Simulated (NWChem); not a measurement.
System: aniline (C₆H₇N); SMILES Nc1ccccc1

The following NWChem deck was run.

```
start job
memory heap 200 mb stack 900 mb global 1100 mb
geometry units angstroms noautoz
  N     -0.055913     2.325383     0.000000
  C     -0.006670     0.945104     0.000000
  C     -0.005788     0.222363     1.206175
  C     -0.005128    -1.168667     1.200086
  C     -0.004705    -1.879537     0.000000
  C     -0.005128    -1.168667    -1.200086
  C     -0.005788     0.222363    -1.206175
  H      0.254345     2.787436    -0.844391
  H      0.254345     2.787436     0.844391
  H     -0.009804     0.764922     2.156037
  H     -0.003346    -1.705007     2.152794
  H     -0.003194    -2.971394     0.000000
  H     -0.003346    -1.705007    -2.152794
  H     -0.009804     0.764922    -2.156037
end
basis spherical
  N library 6-31g*
  C library 6-31g*
  H library 6-31g*
end
dft
  xc xctpssh
  iterations 150
  mulliken
end
task dft energy
```

Geometry: optimised at PBE0/def2-SVP.

Predict the main results of this run. (TPSSh/6-31G* (spherical d).) Quantities: energy (Ha); highest occupied level (eV); orbital gap (eV); dipole (D).


```yaml
energy (Ha): -287.62
highest occupied level (eV): -4.93
orbital gap (eV): 4.97
dipole (D): 1.86
```
